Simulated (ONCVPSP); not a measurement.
## Before and after: ONCV potential for sulfur (S)

* Element: S
* Generator: ONCVPSP 4.0.1
* Type: optimised norm-conserving Vanderbilt (ONCV)
* Functional: PBE
* Relativity: scalar-relativistic
* Frozen core: [He]
* Valence charge: 14
* Reference configuration: 2s2 2p6 3s2 3p4
* Partial waves: 2s+3s: rc 0.75 bohr, ncon 4, nbas 9, qcut 14.4 1/bohr, 3 projectors, debl 2.6 Ha; 2p+3p: rc 0.95 bohr, ncon 3, nbas 6, qcut 17.6 1/bohr, 2 projectors; d scattering state at 0.23 Ha: rc 0.85 bohr, ncon 4, nbas 8, qcut 10.7 1/bohr, 1 projector
* Local potential: polynomial inside 0.60 bohr (lpopt 5, dvloc0 0 Ha)
* Core correction: Teter function fitted to the true core (icmod 2), fcfact 0.35

All-electron outer shells of the reference configuration (PBE, scalar-relativistic, ld1.x):

```csv
shell,level (eV),outermost node (bohr),outermost maximum (bohr)
1s,-2405.94,–,0.06
2s,-211.71,0.13,0.39
2p,-156.51,–,0.33
3s,-17.26,0.60,1.40
3p,-7.01,0.58,1.61
```

Change: all radii but the core radius scaled by about 1.14 (s 0.86, p 1.08, d 0.96 bohr); local potential polynomial inside 0.68 bohr (lpopt 5, dvloc0 0 Ha).

Cutoffs: the cutoffs (Ha) at which the residual kinetic energy of the hardest occupied pseudo-wave falls to 1 and 0.1 mHa per electron; they do not see the model core or the augmentation charge, which bear on the density cutoff. Errors are all-electron minus pseudo energies relative to the spin-unpolarised reference configuration.

Problem. What does the change do?

Solution. The potential gets softer (100 Ha and 113 Ha → 86 Ha and 102 Ha); of the 4 tests that both files solve, the error grows in 1 and shrinks in 2 by more than 15 % and 0.3 meV (median size 6.3 → 4.9 meV); neither file shows a bound ghost. A larger radius leaves more room for a smooth pseudo-wave, so fewer plane waves are needed.

```tsv
quantity	base	changed
cutoff, loose	100 Ha	86 Ha
cutoff, tight	113 Ha	102 Ha
loose cutoff by channel	s 64 Ha, p 100 Ha	s 43 Ha, p 86 Ha
bound ghosts	none	none
GHOST(+) flags under 300 eV	none	none
error for 2s2 2p6 3s2 3p3, meV [ΔE 11.77 eV]	+0.3	0.0
error for 2s2 2p6 3s2 3p2, meV [ΔE 34.05 eV]	+2.5	+1.8
error for 2s2 2p6 3s2 3p1, meV [ΔE 68.09 eV]	+10	+7.9
error for 2s1 2p6 3s2 3p4, meV [ΔE 227.31 eV]	-664	-822
rms error of d²Exc/dni dnj with the model core, mHa	2.26	2.11
```
